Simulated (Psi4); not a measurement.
H₆O₇Si₂, charge +1, doublet, geometry from GFN2-xTB (a state made from the parent by changing its charge; the spin is typed, not shown lowest), with bond 10-1 at 1.6 times its length. Base run: Psi4 with PBE0/3-21G.

Psi4 was given this input:
```
memory 2 GB

molecule {
1 2
  O     2.41966445    0.54915492    1.01634452
  Si    1.48191774   -0.57204244    0.34690024
  O     2.03260469   -1.04435286   -1.09021570
  O     1.25150703   -1.81904426    1.33614288
  O     0.02661772    0.12019069    0.08958886
  Si   -1.47780590    0.59064918   -0.33319711
  O    -1.30736670    1.79681927   -1.38411950
  O    -2.20575138   -0.68591695   -0.98988622
  O    -2.22027904    1.06800434    1.01014567
  H     3.24287935    1.59358898    0.25785354
  H     1.95468479   -1.92615436   -1.45393622
  H     1.29122476   -1.77906642    2.29158328
  H    -1.25510346    1.70767692   -2.33541225
  H    -2.78545595   -1.29040763   -0.52660267
  H    -2.17306407    1.94669000    1.38623266
}

set basis 3-21g
set reference uks

energy('pbe0')
print_variables()
```

The base run was repeated with changes; each row names its change, and settings that it needs were set with it.

```tsv
change	ΔE vs base (mEh)	SCF cycles	grid points	basis functions
base	0.000	19	319508	101
ints_tolerance = 1e-8	0.000	19	319508	101
scf_initial_accelerator = ediis	0.000	19	319508	101
cholesky_tolerance = 1e-3 (with scf_type cd)	2.451	18	319508	101
df_basis_scf = def2-universal-jkfit	0.000	19	319508	101
cholesky_tolerance = 1e-6 (with scf_type cd)	0.184	19	319508	101
scf_type = mem_df	0.000	19	319508	101
dft_spherical_points = 974	-0.001	19	1028692	101
dft_spherical_points = 434	-0.006	19	458924	101
dft_spherical_points = 110	-0.324	18	116639	101
guess = sadno	0.000	27	319508	101
dft_basis_tolerance = 1e-8	0.000	19	317346	101
scf_type = disk_df	0.000	19	319508	101
```

Open shells are given as the SCF converged; they aren't shown to be the lowest states, and a large step between rows can be another state.
